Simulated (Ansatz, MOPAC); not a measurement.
Molecule: SiHF (charge 0, singlet). SMILES: F[SiH]

Atoms: Si1, H2, F3. Bonds: Si1-H2, Si1-F3.

Bond lengths (Å) and angles (degrees) optimised at AM1 with MOPAC; MNDO with MOPAC; HF/STO-3G with Ansatz (an electronic-structure program); HF/3-21G with Ansatz; HF/6-31G* with Ansatz; B3LYP/6-31G* with Ansatz, each started from the B3LYP-D3(BJ)/def2-TZVP structure (Ansatz) of the last column. A row stands for all coordinates that are equal there. 6-31G* holds six Cartesian d functions. No wavenumbers were computed at MNDO, HF/STO-3G, so these may be saddle points.

| coordinate | AM1 | MNDO | HF/STO-3G | HF/3-21G | HF/6-31G* | B3LYP/6-31G* | B3LYP-D3(BJ)/def2-TZVP |
|---|---|---|---|---|---|---|---|
| Si1-H2 | 1.464 | 1.391 | 1.470 | 1.535 | 1.517 | 1.547 | 1.538 |
| Si1-F3 | 1.608 | 1.572 | 1.607 | 1.638 | 1.603 | 1.624 | 1.620 |
| H2-Si1-F3 | 102.4 | 100.0 | 93.8 | 97.7 | 97.4 | 97.6 | 96.4 |

Mean signed difference of all 2 bond lengths from B3LYP-D3(BJ)/def2-TZVP: AM1 -0.043 Å, MNDO -0.097 Å, HF/STO-3G -0.040 Å, HF/3-21G 0.007 Å, HF/6-31G* -0.019 Å, B3LYP/6-31G* 0.007 Å.
